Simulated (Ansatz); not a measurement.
Species: CH₆BO₂Si, charge -1, multiplicity 1. It need not be the lowest isomer of its formula. Whether it binds its extra electron was not tested at this geometry. 
Structure (B3LYP-D3(BJ)/def2-TZVP (Ansatz, a first-principles code) minimum search):
```
Si
H 1 1.5052
H 1 1.5052 2 102.35
C 1 1.9153 2 104.52 3 108.77
H 4 1.0931 1 109.96 2 67.59
H 4 1.0931 5 107.05 1 -119.43
H 4 1.0941 5 108.31 6 -116.59
B 1 2.0668 2 112.85 3 -121.57
O 8 1.2825 1 122.17 2 57.72
O 8 1.4378 9 126.54 1 -180.00
H 10 0.9682 8 104.85 9 0.00
```
Charge -1, spin multiplicity 1.

Basis-set convergence of Hartree-Fock and MP2 correlation energies (hartree) with Ansatz. Correlated levels leave the core frozen unless marked. Spin-orbit coupling is left out. No relativistic terms. This anion needs diffuse functions, which these sets lack.

```csv
basis,functions,E(HF),"E(corr, MP2)"
cc-pV(D+d)Z,109,-504.82021,-0.71750
cc-pV(T+d)Z,243,-504.90973,-0.90258
cc-pV(Q+d)Z,464,…,…
```

Task: Fill in the missing entries.

Result: 
- cc-pV(Q+d)Z, E(HF): -504.93136
- cc-pV(Q+d)Z, E(corr, MP2): -0.97013
